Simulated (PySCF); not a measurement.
## Working out the ionisation energy of Pt⁺

Pt⁺ [Xe] 4f14 5d9 (2D) → Pt²⁺ [Xe] 4f14 5d8 (3F). Computed with PySCF 2.14 in def2-TZVPPD with the def2 core potential (60 electrons), with scalar relativity through the core potential. Frozen: 5s2 5p6. Energies in hartree (1 hartree = 27.21139 eV):

```csv
part,Pt⁺ (lower),Pt²⁺ (upper)
UHF,-118.121414,-117.499696
CCSD correlation,-0.248097,-0.191126
(T),-0.009683,-0.005467
```

Q: What does Hartree-Fock give?

A: (-117.499696) − (-118.121414) = 0.621718 hartree = 16.918 eV.

Q: What do CCSD and CCSD(T) give?

A: The CCSD correlation energies differ by 0.056971 hartree = 1.550 eV and the triples by 0.004216 hartree = 0.115 eV, so CCSD gives 18.468 eV and CCSD(T) 18.583 eV.

Reference: 18.56 ± 0.12 eV (measured; NIST Atomic Spectra Database, ionization energies), between the lowest levels; spin-orbit coupling is absent from the calculation.

What remains against the reference includes basis incompleteness, the frozen core and higher excitations.
